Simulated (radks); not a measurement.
Ionisation of the rhodium ion Rh+, [Kr] 4d8, to [Kr] 4d7 as the strength of local exchange is varied. Method: Dirac Kohn-Sham, Slater X-alpha exchange (alpha = 2/3 is LDA exchange), no correlation, spin-unpolarised, spherical densities, point nucleus; open shells fill j = l - 1/2 first; computed with a radial shooting solver on a logarithmic mesh with Libxc functionals.

alpha,E(Rh+) (hartree),exchange (hartree),IE (eV),-e of the level emptied (eV),<r> of it (bohr)
0.564,-4756.01872,-109.25040,16.580,10.982 (4d5/2),1.620
0.667,-4776.01302,-129.75308,18.136,12.319 (4d5/2),1.573
0.691,-4780.68410,-134.55476,18.511,12.645 (4d5/2),1.563
0.728,-4787.89440,-141.97536,19.101,13.158 (4d5/2),1.548
0.738,-4789.84501,-143.98467,19.262,13.299 (4d5/2),1.544
0.832,-4808.21989,-162.95010,20.820,14.668 (4d5/2),1.506
0.969,-4835.12682,-190.84261,23.229,16.811 (4d5/2),1.457
0.997,-4840.64449,-196.57988,23.741,17.270 (4d5/2),1.447

NIST Atomic Spectra Database: 18.080 eV (semi-empirical). The Delta-SCF value meets it near alpha = 0.66. Spin polarisation and multiplet splitting are left out, so open shells lie too high by an amount that depends on their filling.

Beside tabulated values, note that spin-unpolarised runs miss the spin-polarisation part of the exchange energy of open shells.
